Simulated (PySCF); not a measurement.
Bonds (- single, = double, # triple, : aromatic): C1-Si2, Si2-C3, Si2-C4, C4-F5, Si2-O6, O6-Si7. C1 carries H8, H9, H10; C3 carries H11, H12, H13; C4 carries H14, H15; Si7 carries H16, H17, H18.

Geometry: PBE0-D3(BJ)/def2-SVP; GIAO absolute shieldings from PySCF 2.14.0 with density-fitted response routines, gas phase, non-relativistic, averaged over equivalent atoms.

At KT2/pcSseg-1 (188 basis functions, 39 s wall time on 1 thread of an Arm Neoverse V1, shared host):
```tsv
atoms	σ (ppm)
C4	103.8
C1/C3	186.0
Si2	346.8
Si7	397.2
F5	464.7
O6	300.9
H16/H17/H18	26.06
H14/H15	26.70
H8/H9/H10/H11/H12/H13	31.02
```

**Question.** What do these become at PBE0/pcSseg-1?

**Answer.** 
| atoms | σ at PBE0/pcSseg-1 | change |
| --- | --- | --- |
| C4 | 105.3 | +1.5 |
| C1/C3 | 187.1 | +1.1 |
| Si2 | 338.7 | -8.1 |
| Si7 | 389.8 | -7.4 |
| F5 | 480.9 | +16.2 |
| O6 | 308.7 | +7.8 |
| H16/H17/H18 | 26.33 | +0.27 |
| H14/H15 | 26.90 | +0.20 |
| H8/H9/H10/H11/H12/H13 | 31.09 | +0.07 |

The largest change is at F5 (fluorine on an sp3 carbon). Cost: 188 basis functions, 30 s wall time on 1 thread of an Arm Neoverse V1, shared host.
